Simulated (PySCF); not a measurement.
CH2F, SMILES [CH2]F (connectivity only; charge and spin as stated), charge +1, multiplicity 1.

Geometry optimised at PBE0-D3(BJ)/def2-TZVPD. The multiplicity is an assumed one; other spin states were not compared. The isomer is the one that the SMILES or the coordinates give; other isomers of the formula were not compared.

All values below come from M06-2X/def2-TZVPD (PySCF).

Gas-phase values at a fixed geometry.

total energy: -138.74357 hartree
point group: C2v
highest occupied level: -21.67 eV
lowest empty level: -10.41 eV
orbital gap: 11.25 eV
dipole moment about the centre of nuclear charge: 3.25 D
mean static polarisability: 10.4 bohr³ (1.55 Å³)
polarisability, principal values: 7.9, 10.7, 12.6 bohr³
